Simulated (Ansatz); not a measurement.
Two members of one family (Series Mo(NH)2X2), computed with Ansatz in the gas phase; def2 core potentials for Mo, no spin–orbit coupling. Binding counts from free atoms in the multiplicity of their measured ground term, without zero-point energy. Names give formal oxidation states. The structures are stationary points that may keep the symmetry of their start. Remarks come from the PBE and PBE0 runs and from stability tests at other levels; not every state was tested.

First: Mo(NH)2F2 (singlet, charge 0, PBE-D4/def2-SVP geometry).

```
atom   x (Å)   y (Å)   z (Å)
 Mo1  -0.257  -0.365   0.326
  N2   1.172   0.528   0.737
  H3   1.929   1.200   0.565
  N4  -0.749   0.077  -1.277
  H5  -0.673   0.590  -2.164
  F6  -1.613   0.152   1.505
  F7   0.190  -2.181   0.307
```

```tsv
level	HOMO (eV)	LUMO (eV)	gap (eV)	binding per atom (eV)
PBE-D4/def2-SVP	-6.90	-2.82	4.08	4.34
BLYP-D4/def2-TZVP	-6.95	-2.96	3.99	4.26
r2SCAN-D4/def2-TZVP	-7.38	-3.01	4.37	3.96
PBE0-D4/def2-SVP	-8.37	-2.16	6.21	3.91
r2SCAN0-D4/def2-TZVP	-8.69	-2.30	6.38	3.63
```

Metal–donor distances: 2 × N 1.73 Å, 2 × F 1.87 Å. Remarks: restricted SCF unstable in HF.

Second: Mo(NH)2Cl2 (singlet, charge 0, PBE-D4/def2-SVP geometry).

| atom | x (Å) | y (Å) | z (Å) |
| --- | --- | --- | --- |
| Mo1 | -0.028 | -0.485 | -0.068 |
| N2 | -1.376 | 0.584 | 0.133 |
| H3 | -1.807 | 1.505 | 0.280 |
| N4 | 1.437 | 0.437 | 0.008 |
| H5 | 1.970 | 1.309 | 0.113 |
| Cl6 | -0.170 | -1.402 | -2.167 |
| Cl7 | -0.025 | -1.947 | 1.701 |

Task: Estimate how these quantities change from the first to the second (second minus first).

Result: 
```tsv
level	Δ HOMO (eV)	Δ LUMO (eV)	Δ gap (eV)	Δ binding per atom (eV)
PBE-D4/def2-SVP	-0.03	-0.59	-0.56	-0.43
BLYP-D4/def2-TZVP	0.04	-0.52	-0.56	-0.42
r2SCAN-D4/def2-TZVP	0.00	-0.58	-0.57	-0.36
PBE0-D4/def2-SVP	0.03	-0.62	-0.65	-0.36
r2SCAN0-D4/def2-TZVP	0.05	-0.60	-0.66	-0.31
```

Metal–donor distances: 2 × N 1.73 Å, 2 × Cl 2.29 Å. Remarks: restricted SCF unstable in HF.
